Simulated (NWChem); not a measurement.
System: CH$_{6}$ClGeN; SMILES C[NH][GeH2][Cl]

The following NWChem deck was run.

```
start job
memory heap 200 mb stack 900 mb global 1100 mb
geometry units angstroms
  C     -2.485216    -0.110575     0.312594
  N     -1.400441    -0.768334    -0.398355
  Ge     0.331086    -0.523483     0.064087
  Cl     0.952698     1.497567    -0.102342
  H     -2.627875     0.932728     0.010357
  H     -2.258975    -0.127466     1.378625
  H     -3.417773    -0.652725     0.146795
  H     -1.594127    -0.805625    -1.390271
  H      1.148755    -1.378803    -0.862124
  H      0.454514    -0.922163     1.508516
end
basis spherical
  * library def2-svp
end
dft
  xc pbe0
  iterations 150
end
driver
  maxiter 120
end
task dft optimize
task dft freq
```

The level has its own optimisation; frequencies are unscaled.

**Question.** Predict the main results of this run. (PBE0/def2-SVP.) Quantities: r C–N (Å); r Ge–N (Å); r H–N (Å); r Cl–Ge (Å); highest harmonic frequency (cm⁻¹); lowest (cm⁻¹); zero-point energy (kcal/mol); dipole (D).

**Answer.** 
```json
{
 "r C–N (Å)": "1.446",
 "r Ge–N (Å)": "1.811",
 "r H–N (Å)": "1.016",
 "r Cl–Ge (Å)": "2.189",
 "highest harmonic frequency (cm⁻¹)": "3617",
 "lowest (cm⁻¹)": "71",
 "zero-point energy (kcal/mol)": "45.2",
 "dipole (D)": "2.16"
}
```
